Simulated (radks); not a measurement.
Values are calculated unless marked as measured or tabulated.
Excited configurations of La I: one electron is placed in a higher orbital outside [Xe] 5d2. The ground configuration is [Xe] 5d1 6s2. Code: a radial shooting solver on a logarithmic mesh with Libxc functionals. Model: scalar-relativistic Kohn-Sham, SCAN, spin-polarised, spherical densities, finite nucleus; open shells are filled with parallel spins first (spin-orbit coupling, left out, can overturn this in heavy ions); meta-GGA in the generalised Kohn-Sham scheme; Fermi nuclear charge, rms radius 4.855 fm. Excitation = E - E(ground); binding = E(ion) - E, where the ion is the core of charge +1; n* = 1/sqrt(2 binding) in atomic units, and the quantum defect is n - n*.

outer orbital  excitation (eV)  binding (eV)     n*  quantum defect  eigenvalue (eV)
4f                       2.884         2.535  2.317           1.683           -0.221
6s                      -0.322         5.741  1.539           4.461           -3.771
6p                       2.176         3.243  2.048           3.952           -1.795
6d                       3.971         1.448  3.066           2.934           -0.698
6f                       4.791         0.628  4.654           1.346           -0.354
7p                       3.918         1.501  3.010           3.990           -0.908
7d                       4.540         0.879  3.934           3.066           -0.507
7f                       4.967         0.452  5.489           1.511           -0.275

The Delta-SCF ionisation energy is 5.419 eV (NIST Atomic Spectra Database: 5.577 eV, measured). Self-interaction in the functional shifts the binding energies and quantum defects, so they are the method's values and not measured ones. Open shells are spherical and high-spin; term and fine-structure splittings are not resolved. Spin-orbit splitting is averaged out at the scalar-relativistic level. A negative excitation energy means that this level of theory puts the configuration below the NIST ground configuration.
